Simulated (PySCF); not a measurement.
Spectrum to structure. The calculation used PySCF 2.14.0, density-fitted response routines, TDDFT PBE0/def2-SVPD, vertical, gas phase, core orbitals frozen in the response. Geometries: GFN2-xTB, one conformer each.

| state | E (eV) | f | main configurations (H = HOMO, L = LUMO) |
| --- | --- | --- | --- |
| S1 | 5.82 | 0.0007 | H→L (97%) |
| S2 | 7.29 | 0.033 | H→L+1 (93%) |
| S3 | 7.90 | 0.085 | H-1→L (77%), H→L+2 (18%) |
| S4 | 8.08 | 0.029 | H→L+2 (73%), H-1→L (16%) |
| S5 | 8.13 | 0.014 | H-1→L+1 (96%) |
| S6 | 8.24 | 0.0009 | H-2→L (82%), H-4→L (14%) |

Orbital energies (eV): HOMO-3 -9.85, HOMO-2 -9.45, HOMO-1 -8.62, HOMO -7.74, LUMO 0.35, LUMO+1 0.58, LUMO+2 1.24.

Problem. Which structure fits? All have the formula C6H12O2.
A. tert-butyl acetate, `CC(C)(C)OC(=O)C`
B. 4,4-dimethyl-1,3-dioxane, `O1COC(C)(C)CC1`
C. tetrahydropyran-2-methanol, `C1CO[C@H](CC1)CO`

Solution. A. Its S1, at 5.82 eV, is the lowest among the candidates; the nearest of the others has S1 at 6.99 eV. S1 is HOMO→LUMO (97%). S1 has the pattern of n→π* at C=O. At the same level the other candidates give, for their lowest levels:
- `CC1(C)CCOCO1`: 7.22 eV (f 0.002); 7.30 eV (f 0.014); 7.78 eV (f 0.054); 7.87 eV (f 0.003); 7.99 eV (f 0.016); T1 7.06 eV; HOMO -7.61, LUMO 0.63 eV
- `OC[C@H]1CCCCO1`: 6.99 eV (f 0.002); 7.27 eV (f 0.027); 7.35 eV (f 0.006); 7.59 eV (f 0.005); 7.67 eV (f 0.029); T1 6.82 eV; HOMO -7.41, LUMO 0.69 eV

The values belong to the conformer `[CH3:1][C:2](=[O:3])[O:4][C:5]([CH3:6])([CH3:7])[CH3:8]`: C1–C2–O4–C5 -179°, C2–O4–C5–C6 180°.
Triplets come from the Tamm–Dancoff approximation.

Without π bonds the low states may be Rydberg-like; a valence basis with one diffuse set may place them up to an eV too high.
